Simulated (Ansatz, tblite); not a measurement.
Forces on AlCl₃ at its B3LYP-D4/def2-TZVP geometry. Charge 0, multiplicity 1.

The xTB rows come from tblite. The structure comes from a short search, and lower isomers may exist.

GFN1-xTB (tblite), largest force 0.33 eV/Å:

```xyz
4
positions Å, forces eV/Å
Al    0.000    0.000    0.000    0.000    0.000   -0.001
Cl    1.400    0.290    1.507   -0.221   -0.046   -0.237
Cl   -1.805   -0.937    0.425    0.285    0.148   -0.067
Cl    0.405    0.647   -1.932   -0.064   -0.102    0.305
```

GFN2-xTB (tblite), largest force 0.80 eV/Å:

```
Al 0.000 0.000 -0.001
Cl -0.540 -0.112 -0.581
Cl 0.696 0.361 -0.164
Cl -0.156 -0.250 0.746
```

BLYP-D4/def2-TZVP (Ansatz), largest force 0.25 eV/Å:

```
Al 0.000 0.000 -0.001
Cl 0.171 0.035 0.184
Cl -0.220 -0.114 0.052
Cl 0.049 0.079 -0.235
```
